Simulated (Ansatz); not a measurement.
Species: sum formula AlH2F, net charge 0, singlet state. SMILES: [F][AlH2]
Structure (B3LYP-D3(BJ)/def2-TZVP (Ansatz, a first-principles code) minimum search):
```
Al
F 1 1.6554
H 1 1.5699 2 116.96
H 1 1.5699 3 126.08 2 -180.00
```

Property: atomisation energy (electronic, to ground-state atoms), in kJ/mol. Valence correlation only, unless marked. Open shells are spin-unrestricted. Spin-orbit coupling is left out. Non-relativistic. The coupled-cluster limit lacks core correlation, which all-electron functionals hold. CBS(X,Y): correlation extrapolated as X^-3; Hartree-Fock from the larger set (for Q and 5 zeta extrapolated as (X+1)exp(-9√X)).

```
level                                   program  atomisation energy (kJ/mol)
-------------------------------  --------------  ---------------------------
HF/cc-pV(Q+d)Z                           Ansatz                        927.5
HF/CBS(cc-pV(Q+d)Z,cc-pV(5+d)Z)          Ansatz                        927.8
r2SCAN-D3(BJ)/def2-TZVPD         Ansatz + dftd3                       1190.5
B3LYP-D3(BJ)/def2-TZVPD          Ansatz + dftd3                       1186.6
```

Problem. Predict the CCSD(T)/CBS(cc-pV(Q+d)Z,cc-pV(5+d)Z) result (Ansatz).

Solution. 1206.5 kJ/mol
